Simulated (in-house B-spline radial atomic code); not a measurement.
## Eu+: [Xe] 4f6 6s2 (with a hole in an inner shell)

Level of theory: Dirac-Hartree-Fock, average of configuration, Fermi nucleus of rms radius 5.1115 fm; calculated with an all-electron radial atomic-structure program (B-spline basis).

Screening seen three ways: the hydrogenic charge with the same mean radius, Z_r = [3n² - l(l+1)]/(2<r>), the one with the same energy, Z_e = n√(-2ε), and Slater's rules. Values are occupation-weighted means over j. An effective charge above Z reflects the relativistic contraction of the inner shells.

```json
{"shell": "1s", "electrons": "2", "ε (eV)": "-48820", "<r> (bohr)": "0.02231", "Z_r": "67.22", "Z_e": "59.90", "Slater": "62.70"}
{"shell": "2s", "electrons": "2", "ε (eV)": "-8147", "<r> (bohr)": "0.0945", "Z_r": "63.49", "Z_e": "48.94", "Slater": "58.85"}
{"shell": "2p", "electrons": "6", "ε (eV)": "-7277", "<r> (bohr)": "0.08362", "Z_r": "59.79", "Z_e": "46.25", "Slater": "58.85"}
{"shell": "3s", "electrons": "2", "ε (eV)": "-1856.4", "<r> (bohr)": "0.2483", "Z_r": "54.38", "Z_e": "35.04", "Slater": "51.75"}
{"shell": "3p", "electrons": "6", "ε (eV)": "-1577.3", "<r> (bohr)": "0.2467", "Z_r": "50.66", "Z_e": "32.30", "Slater": "51.75"}
{"shell": "3d", "electrons": "10", "ε (eV)": "-1192.4", "<r> (bohr)": "0.2256", "Z_r": "46.54", "Z_e": "28.08", "Slater": "41.85"}
{"shell": "4s", "electrons": "2", "ε (eV)": "-404.83", "<r> (bohr)": "0.5653", "Z_r": "42.45", "Z_e": "21.82", "Slater": "35.25"}
{"shell": "4p", "electrons": "6", "ε (eV)": "-309.64", "<r> (bohr)": "0.5974", "Z_r": "38.50", "Z_e": "19.08", "Slater": "35.25"}
{"shell": "4d", "electrons": "10", "ε (eV)": "-171.22", "<r> (bohr)": "0.6533", "Z_r": "32.14", "Z_e": "14.19", "Slater": "23.85"}
{"shell": "5s", "electrons": "2", "ε (eV)": "-68.283", "<r> (bohr)": "1.371", "Z_r": "27.34", "Z_e": "11.20", "Slater": "12.15"}
{"shell": "5p", "electrons": "6", "ε (eV)": "-41.783", "<r> (bohr)": "1.584", "Z_r": "23.05", "Z_e": "8.76", "Slater": "12.15"}
{"shell": "4f", "electrons": "6", "ε (eV)": "-27.76", "<r> (bohr)": "0.855", "Z_r": "21.05", "Z_e": "5.71", "Slater": "15.25"}
{"shell": "6s", "electrons": "2", "ε (eV)": "-11.623", "<r> (bohr)": "3.76", "Z_r": "14.36", "Z_e": "5.55", "Slater": "3.85"}
```

The least bound orbital is 6s1/2 at -11.62 eV, and it is also the most diffuse (<r> = 3.76 bohr). The part-filled 4f shell lies below the filled 6s shell in orbital energy.

Spin-orbit splittings of the orbital energies (j = l + 1/2 above j = l - 1/2 when positive): 2p 649.8 eV, 3p 135.2 eV, 3d 29.03 eV, 4p 30.18 eV, 4d 5.515 eV, 5p 4.402 eV, 4f 0.6598 eV.

For the 1s electron the small component carries 5.5 % of the norm, the zero-frequency Breit interaction raises the level by 143.3 eV, self-energy by 85.42 eV, and vacuum polarisation lowers it by 13.72 eV.
